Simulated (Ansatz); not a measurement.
`O[SiH2][GaH][Br]` at its PBE0-D4/def2-TZVP geometry, where that method's forces vanish. Charge 0, multiplicity 1.

| atom | x (Å) | y (Å) | z (Å) |
| --- | --- | --- | --- |
| O1 | 1.131 | -1.428 | 0.710 |
| Si2 | -0.191 | -0.758 | -0.025 |
| Ga3 | 0.127 | 1.624 | -0.090 |
| Br4 | -1.657 | 2.696 | -1.098 |
| H5 | 1.152 | -2.381 | 0.811 |
| H6 | -0.366 | -1.275 | -1.413 |
| H7 | -1.447 | -1.073 | 0.715 |
| H8 | 1.252 | 2.596 | 0.389 |

(1) For each bond, give half the difference of the two atoms' forces along it (eV/Å; positive pushes the atoms apart) under PBE-D4, r2SCAN-D4, B3LYP-D4, ωB97M-V in def2-TZVPP. (An estimate is asked.)

## Answers

(1) Computed: 
```tsv
bond	length (Å)	PBE-D4	r2SCAN-D4	B3LYP-D4	ωB97M-V
O1–Si2	1.654	0.31	0.04	0.15	0.18
O1–H5	0.959	0.34	0.02	-0.01	-0.06
Si2–Ga3	2.403	-0.13	-0.02	0.02	-0.03
Si2–H6	1.492	0.04	-0.01	-0.11	-0.15
Si2–H7	1.492	0.04	-0.01	-0.11	-0.15
Ga3–Br4	2.312	0.18	0.01	0.24	0.03
Ga3–H8	1.563	0.04	-0.07	-0.08	-0.10
```

B3LYP here is the variant with VWN-RPA as its local correlation; programs differ in this.
